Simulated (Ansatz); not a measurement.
`C[SiH](Cl)[SbH2]` → `[Cl][SbH2]` + `C[SiH]` at 400 K and 1 bar (silylene formation by 1,1-elimination).

Program: Ansatz. Geometries: PBE0-D4/def2-TZVP. ΔE: electronic, gas phase. CCSD(T)/CBS adds triple-zeta CCSD(T) − MP2 to the extrapolated MP2 energy (def2 sets, frozen cores). This one scheme is used for every species. Elements past krypton have def2 core potentials. For Sb outer-core shells are correlated without core-valence functions, which leaves a few kJ/mol of doubt a bond.

```tsv
species	CCSD(T)/CBS energy (Eh)	H − E (kJ/mol)	S (J/(mol·K))
`C[SiH](Cl)[SbH2]`	-1030.59494	196.0	413.7
`[Cl][SbH2]`	-701.00845	55.3	294.4
`C[SiH]`	-329.46712	128.7	279.3
```

H − E and S are ideal-gas, rigid-rotor, harmonic terms from PBE0-D4/def2-TZVP, for one conformer and one mirror image of each species. 1 Eh = 2625.50 kJ/mol, R = 8.31446 J/(mol·K).

By hand: ΔE, ΔH, ΔS and ΔG.

ΔE = (-701.00845) + (-329.46712) − (-1030.59494) = 0.11937 Eh = 313.4 kJ/mol. Δ(H − E) = 55.3 + 128.7 − 196.0 = -12.0, so ΔH = 301.4 kJ/mol. ΔS = 294.4 + 279.3 − 413.7 = 160.0 J/(mol·K). ΔG = 301.4 − 400 × (160.0)/1000 = 237.4 kJ/mol.

By hand: the equilibrium constant, and the temperature at which ΔG would vanish if ΔH and ΔS stayed fixed.

log₁₀ K = −ΔG/(RT ln 10) = -31.0. ΔG = 0 at ΔH/ΔS = 1884 K.

The number of gas molecules changes by +1, which sets the sign of ΔS. A doubt of 5 kJ/mol in ΔE shifts log₁₀ K by 0.7 here. Other conformers and mirror images would add mixing entropy, several J/(mol·K) or more a flexible species. These are equilibria of isolated gas molecules and say nothing of rates. Largest T1 diagnostic: 0.013 (customary marks: 0.02 for closed shells, 0.045 for open ones).
